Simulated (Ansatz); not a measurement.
Relaxation of AlFH4O3 (9 atoms, charge 0, multiplicity 1), to a largest force component of 0.03 eV/Å in at most 50 steps.

Theory: RKS B3LYP-D4/6-31G* (Ansatz).

```xyz
9
Properties=species:S:1:pos:R:3:forces:R:3
Al 0.028 0.493 -0.257 -0.03 0.56 0.76
F -0.246 -0.190 2.525 0.05 -0.34 -0.33
O 1.551 -0.116 -0.733 -0.03 -0.04 -0.01
H 1.631 -0.909 -1.275 0.03 0.01 -0.01
O -1.513 -0.050 -0.729 -0.04 -0.12 -0.02
H -1.739 -0.983 -0.834 0.03 0.09 0.00
O 0.073 1.982 0.674 -0.10 -0.80 -0.20
H 0.945 2.399 0.700 0.04 0.03 0.04
H -0.298 0.741 2.453 0.05 0.60 -0.24
```

Task: Where does it end, and by what steps?

Result: The run converged. After 26 steps the energy has fallen by 1.614 eV; H9 moved furthest, 1.24 Å. Parted: F2–H9. Joined: Al1–F2, O7–H9.

| step | energy less start (eV) | largest force component (eV/Å) | accepted |
| --- | --- | --- | --- |
| 0 | 0.0000 | 0.797 | yes |
| 1 | -0.1896 | 0.605 | yes |
| 2 | -0.4119 | 0.607 | yes |
| 3 | -0.5495 | 0.706 | yes |
| 4 | -0.5945 | 0.434 | yes |
| 5 | -0.5985 | 2.343 | yes |
| 6 | -0.7182 | 2.180 | yes |
| 7 | -1.1575 | 1.094 | yes |
| 8 | -1.2794 | 1.554 | yes |
| 9 | -1.3454 | 2.622 | yes |
| 10 | -1.4528 | 1.023 | yes |
| 11 | -1.3951 | 2.379 | no |
| 12 | -1.5216 | 0.282 | yes |
| 13 | -1.5425 | 0.395 | yes |
| 14 | -1.5519 | 0.192 | yes |
| 15 | -1.5624 | 0.523 | yes |
| 16 | -1.5707 | 0.546 | yes |
| 17 | -1.5801 | 0.666 | yes |
| 18 | -1.5887 | 0.486 | yes |
| 19 | -1.3283 | 1.860 | no |
| 20 | -1.6082 | 0.092 | yes |
| 21 | -1.6107 | 0.139 | yes |
| 22 | -1.6122 | 0.169 | yes |
| 23 | -1.6133 | 0.073 | yes |
| 24 | -1.6136 | 0.087 | yes |
| 25 | -1.6140 | 0.041 | yes |
| 26 | -1.6141 | 0.011 | yes |

```xyz
9
Properties=species:S:1:pos:R:3
Al -0.094 -0.095 0.275
F -0.318 -0.710 1.816
O 1.526 0.076 -0.318
H 1.807 -0.409 -1.102
O -1.337 -0.343 -0.881
H -2.188 -0.687 -0.584
O 0.029 1.791 0.893
H 0.933 1.971 0.561
H 0.075 1.772 1.866
```

Whether the end is a true minimum wasn't checked by a vibrational analysis.

Run time: 2.2 min on 2 threads of AMD EPYC (Zen 3), with other jobs on the host, peak memory 0.18 GiB.
